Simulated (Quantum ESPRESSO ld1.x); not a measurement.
Values are calculated unless marked as measured or tabulated.
Charge is removed step by step from the 5d (averaged over the sub-levels emptied) level of Tl3+, starting from [Xe] 4f14 5d10. Level of theory: Dirac Kohn-Sham, PBEsol, spin-unpolarised, spherical densities, point nucleus (ld1.x of Quantum ESPRESSO 7.5).

removed (e)	E - E(0) (eV)	eigenvalue (eV)	E minus straight line (eV)
0	0.000	-44.329	0.000
0.25	11.542	-48.014	-1.409
0.5	24.012	-51.762	-1.889
0.75	37.427	-55.569	-1.424
1	51.802	-59.435	0.000

Removing the whole electron costs 51.802 eV by Delta-SCF, against 44.329 eV from minus the eigenvalue at the starting occupation. Slater's transition state (half an electron removed) gives 51.762 eV. Integrating minus the eigenvalue over the occupation (Janak's theorem) gives 51.802 eV. The mean slope of the eigenvalue, de/dn, is 15.1 eV per electron. Ionisation energy of Tl3+ in the NIST Atomic Spectra Database: 51.14 eV (measured).

Beside tabulated values, note that spin-unpolarised runs miss the spin-polarisation part of the exchange energy of open shells.
